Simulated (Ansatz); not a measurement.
Molecule: sum formula H4Si2OCl2, net charge 0, singlet state. 
Geometry from a B3LYP-D3(BJ)/def2-TZVP (Ansatz, a first-principles code) optimisation:
```
O
Si 1 1.6098
Si 1 1.6526 2 146.99
H 2 1.4623 1 109.98 3 179.84
H 3 1.4760 1 107.23 2 179.37
H 3 1.4779 5 110.35 1 -119.12
H 3 1.4780 5 110.36 6 -121.74
Cl 2 2.0507 4 109.22 1 -120.76
Cl 2 2.0507 4 109.23 1 120.76
```
Charge 0, spin multiplicity 1.

Basis-set convergence of Hartree-Fock and MP2 correlation energies (hartree) with Ansatz. Correlated levels leave the core frozen unless marked. No spin-orbit coupling. No relativistic terms.

```csv
basis,functions,E(HF),"E(corr, MP2)"
aug-cc-pV(D+d)Z,187,-1574.29478,-0.69786
aug-cc-pV(T+d)Z,358,-1574.38224,-0.86915
aug-cc-pV(Q+d)Z,620,-1574.40131,-0.93664
```

Extrapolating the two largest sets (X = 3 and 4) as X^-3: E(corr) = (64·(-0.93664) - 27·(-0.86915))/37 = -0.9859 Eh, an estimate of the basis-set limit. The largest set recovers 95.0 % of it, the smallest 70.8 %.
